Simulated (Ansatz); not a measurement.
Wavefunction ladder for `C[CH2][SnH2]` radical

Cartesian coordinates in Å:
```
C -0.0913 -0.6276 1.0162
C 0.7913 -0.2653 -0.1694
Sn -0.2082 1.1054 -1.5204
H 0.4225 -1.3202 1.6922
H -1.0185 -1.1121 0.6994
H -0.3660 0.2532 1.6022
H 1.0663 -1.1491 -0.7483
H 1.7177 0.2141 0.1532
H -0.6453 2.5289 -0.6471
H -1.6686 0.3728 -2.0780
```

The species carries charge 0 and has multiplicity 2. Correlated methods include outer-core shells of Sn, which these sets cover unevenly. Sn: def2 effective core potential. Geometry: relaxed with PBE0-D4/def2-TZVP. Frozen core, unrestricted reference, the Gaussian-basis code of Ansatz.

| basis | HF (Eh) | MP2 corr. |
| --- | --- | --- |
| def2-SVP | -293.05100 | -0.39687 |
| def2-TZVPP | -293.14741 | -0.67661 |
| def2-QZVPP | -293.15298 | -0.90919 |

Problem. Estimate the CCSD correlation energy and the (T) correction in each basis where they were run (hartree).

Solution. 
```csv
basis,CCSD corr.,(T)
def2-SVP,-0.44577,-0.01295
def2-TZVPP,-0.70825,-0.02354
```
